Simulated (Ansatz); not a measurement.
`C[O][Ge]([F])([SH])[Cl]` + H₂ → `C[O][GeH]([SH])[Cl]` + H–F  (hydrogenolysis of a Ge–F bond)

Program: Ansatz. Geometries: PBE0-D4/def2-TZVP. ΔE: electronic, gas phase. CBS: MP2 limit from def2 TZ/QZ plus the TZ coupled-cluster correction, frozen cores. This one scheme is used for every species. DFT in def2-TZVPP. For Ge outer-core shells are correlated without core-valence functions, which leaves a few kJ/mol of doubt a bond. Scalar relativity is left out up to krypton. Each species was taken in one conformer, which may not be the lowest.

```csv
level,ΔE (kcal/mol)
PBE-D4,10.2
ωB97X-V,11.9
r2SCAN,12.7
MP2/def2-QZVPP,10.8
```

Problem. What does CCSD(T)/CBS give? (Estimate.)

Solution. The calculation gave: +9.9 kcal/mol. The listed levels differ from it by 0.3, 2.0, 2.8, 0.9 kcal/mol.

Largest T1 diagnostic among the species: 0.012.

From PBE to PBE0 (25 % exact exchange), in def2-TZVPP and without D4, ΔE moves by −1.0 kcal/mol.
